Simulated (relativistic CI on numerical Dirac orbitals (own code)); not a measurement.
Lu+: resonant inelastic scattering at the L2,3 edge

Computed with this model: Dirac-Coulomb-Breit CI, separate exchange-only KLI orbitals for each configuration, a model potential for QED, valence Slater integrals scaled by 0.8, Kramers-Heisenberg scattering through one core-hole configuration in a parametric crystal field; configurations [Xe] 4f14 5d2 → [He] 2s2 2p5 3s2 3p6 3d10 4s2 4p6 4d10 4f14 5s2 5p6 5d3; 300 K; core-hole width 5 eV; summed over polarisations. Incident energies are the highest absorption maxima for each field (at most a few, so the weaker spin-orbit partner edge can be absent), on the computed scale of the free ion. Intensities are in per cent of the strongest line above 0.02 eV; levels within 1 cm⁻¹ are merged; final levels count from the ground level, the first row holds all elastic scattering, lines under 0.4 are left out and each table stops after 24 rows. The scale of the Slater integrals is a model choice and moves the terms in proportion. The configuration is assumed, with all valence electrons in the open shell; the free ion's ground configuration is another.

Field parameters in Wybourne normalisation: Oh B⁴₀ = 21Dq, B⁴₄ = √(5/14) B⁴₀. The field is a parameter set, without covalency.

S is read from ⟨S²⟩ = S(S + 1).

Oh, 10Dq = 4050 cm⁻¹:

```csv
Final level (eV),Degeneracy,Irrep,S,9243.9 eV,10349.5 eV
0.000,2,E,0.99,5465.9,617.9
0.014,3,T2,0.99,27.4,66.7
0.113,3,T1,1.00,45.9,9.9
0.169,1,A1,1.00,4.2,13.4
0.473,3,T2,0.96,70.9,60.3
0.481,1,A2,1.00,30.9,12.0
0.540,3,T1,1.00,33.5,16.2
0.553,2,E,1.00,31.6,19.6
0.783,3,T2,0.16,100.0,40.9
0.788,2,E,0.09,46.0,19.4
1.024,3,T2,0.97,11.0,5.5
1.122,1,A1,0.99,9.6,59.3
1.155,3,T1,1.00,57.5,34.5
1.214,3,T2,0.94,48.0,13.6
1.224,2,E,0.97,52.2,3.0
1.359,3,T2,0.18,18.9,16.2
1.407,1,A1,0.03,21.1,14.1
1.477,3,T1,0.01,19.9,15.8
1.821,2,E,0.03,2.0,1.1
2.980,1,A1,0.01,9.1,8.9
```

Oh, 10Dq = 9100 cm⁻¹:

```tsv
Final level (eV)	Degeneracy	Irrep	S	9244 eV	10349.6 eV
0.000	2	E	1.00	4043.0	532.0
0.006	3	T2	1.00	15.1	34.8
0.098	3	T1	1.00	54.8	10.0
0.144	1	A1	1.00	5.1	14.2
0.734	3	T2	0.10	42.6	58.3
0.763	2	E	0.03	27.0	13.6
1.059	1	A2	1.00	32.0	9.6
1.092	3	T2	0.97	100.0	17.3
1.112	3	T1	1.00	28.7	16.8
1.119	2	E	1.00	31.1	19.0
1.540	1	A1	0.20	23.1	39.2
1.702	1	A1	0.92	6.8	10.3
1.706	3	T1	1.00	34.8	28.1
1.745	3	T2	0.93	44.4	18.2
1.762	2	E	0.99	42.6	3.0
1.889	3	T2	0.22	15.0	15.4
2.054	3	T1	0.01	16.8	14.3
2.242	3	T2	0.98	4.9	0.6
3.005	2	E	0.01	0.7	0.4
3.977	1	A1	0.01	1.7	1.7
```

For the first field the strongest loss at the lowest incident energy is the level at 0.78 eV (S = 0.16, against 0.99 in the thermal ground state). Levels of other spin, the first over 8 % at 0.78 eV, appear because spin-orbit coupling of the core hole, and in heavier ions of the valence shell too, mixes spins.
